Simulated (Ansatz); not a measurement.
# Which method gave which barrier?

Saddle point of SiH₄BrOF, singlet (SiH₃BrO ([OH][SiH2][Br]) + HF → SiH₃OF ([OH][SiH2][F]) + HBr; bonds formed: Si1–F7, Br2–H6; bonds broken: Si1–Br2, H6–F7), PBE0-D4/def2-TZVP structure:

Si1  (-0.393, -0.361, -0.124)
Br2  (2.060, -1.262, -0.332)
H3  (-0.629, -1.161, -1.334)
H4  (-0.572, -0.999, 1.189)
O5  (-1.470, 0.838, -0.414)
H6  (1.674, 0.367, 0.331)
F7  (0.851, 1.001, 0.490)
H8  (-1.522, 1.578, 0.194)
(Å)

Ansatz 0.2.0; basis: def2-TZVPP, with def2-QZVPP for the basis limit; cores frozen in the correlated methods. Filled d shells of the heavier atoms are correlated. The def2 sets are not built for correlating such inner shells, so the correlated values are less sure here. Extrapolation: Hartree–Fock as exp(−7.88 √X), correlation as X^−2.97. Four methods, as single points on the PBE0-D4 structures, gave these electronic barriers from the start structure: 0.790, 1.092, 1.301, 1.709 eV.

(1) The methods were, in alphabetical order, CCSD(T), HF, r2SCAN-D4, SPW92. Which gave which? (A judgement: the text doesn't fix the answer.)

The T1 diagnostic stays at or below 0.011.

## Answers

(1) The calculation gives: SPW92 0.790; r2SCAN-D4 1.092; CCSD(T) 1.301; HF 1.709 eV. For comparison, CCSD(T) at an estimated basis limit (MP2 extrapolated from triple and quadruple zeta, plus CCSD(T) − MP2 in triple zeta) gives 1.291 eV.

Labels in which every atom is bracketed show which atoms are joined, not bond orders.

For scale, one of the runs: CCSD(T)/def2-TZVPP, 208 basis functions (an equivalent command: `ansatz run in.yaml --threads 4`). Time: 98 s of wall clock on 4 CPU threads; the host was shared. Peak host memory: 2.9 GiB.
